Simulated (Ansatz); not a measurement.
nido-B5H9 (I for H, site b on B) (B₅H₈I), relaxed as a singlet with RKS B3LYP-D4/def2-SVP in Ansatz, starting from the GFN2-xTB geometry. Force threshold 0.02 eV/Å.

In the def2 sets I takes a core potential; there is no spin–orbit coupling.

Start:

```xyz
14

B     1.2640    0.3087    0.1352
B    -0.0391   -0.3354    1.2635
B    -0.3284    0.8880    0.1267
B     0.1290    0.0952   -1.2989
B    -1.1756   -0.5502   -0.1690
I    -1.0756    2.9112    0.4183
H     2.2693    0.8863    0.2983
H    -0.1876   -0.3259    2.4253
H     0.1306    0.4827   -2.4044
H    -2.3279   -0.7295   -0.2746
H     1.2019   -0.7444    0.9643
H    -0.6599   -1.3992    0.7312
H    -0.5320   -1.0708   -1.2240
H     1.3312   -0.4166   -0.9920
```

```csv
step,energy (eV),largest force component (eV/Å),SCF passes
1,-11614.1056,1.213,15
2,-11614.2302,0.267,19
3,-11614.2348,0.073,20
4,-11614.2351,0.016,13
```

Force components are those of the run's own axes.

End:

Cartesian coordinates in Å:
```
B 1.233 0.326 0.136
B -0.047 -0.306 1.245
B -0.349 0.945 0.135
B 0.118 0.116 -1.272
B -1.163 -0.516 -0.163
I -1.095 2.962 0.425
H 2.290 0.859 0.295
H -0.177 -0.358 2.431
H 0.142 0.454 -2.418
H -2.326 -0.763 -0.281
H 1.185 -0.772 0.929
H -0.623 -1.407 0.704
H -0.498 -1.089 -1.196
H 1.310 -0.453 -0.970
```

By distances, no bond broke or formed. The bond that changes most is B4–B5, from 1.84 to 1.81 Å (atoms count from 1).

No frequencies were taken in this run, so the end may be a saddle point.

Hardware: 4 threads of Arm Neoverse V2 on a shared host. Wall time 9.5 s.
